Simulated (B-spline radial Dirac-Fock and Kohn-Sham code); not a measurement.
**Relativistic shifts of the levels of Pb**

System: the Pb atom, configuration 1s2 2s2 2p6 3s2 3p6 3d10 4s2 4p6 4d10 4f14 5s2 5p6 5d10 6s2 6p2.

Both columns are ΔSCF binding energies of the configuration average from an atomic code on a B-spline grid: non-relativistic Hartree-Fock with a point nucleus, and Dirac-Fock with a finite nucleus and the Coulomb interaction alone, averaged over the two j levels with weights 2j+1.

```csv
shell,Hartree-Fock (eV),Dirac-Fock (eV),shift (eV),shift (%)
1s,79519.4,88500.3,+8980.95,+11.29
2s,13514.6,15938.4,+2423.83,+17.93
2p,12990.6,13810.3,+819.69,+6.31
3s,3269.0,3878.1,+609.17,+18.63
3p,3019.9,3250.1,+230.10,+7.62
3d,2560.2,2536.3,-23.88,-0.93
4s,754.6,909.5,+154.92,+20.53
4p,644.3,698.6,+54.33,+8.43
4d,441.8,432.8,-9.00,-2.04
4f,165.8,145.1,-20.67,-12.47
5s,133.1,161.9,+28.80,+21.63
5p,94.14,100.9,+6.78,+7.20
5d,30.04,26.13,-3.91,-13.01
6s,11.90,14.64,+2.74,+22.97
6p,6.21,6.16,-0.05,-0.77
```

Relativity binds 1s, 2s, 2p, 3s, 3p, 4s, 4p, 5s, 5p, 6s more strongly, among those listed most of all 6s in relative terms, and 3d, 4d, 4f, 5d, 6p more weakly.

Values without a named source are computed, but for edge energies of neutral atoms, which are taken from tables.
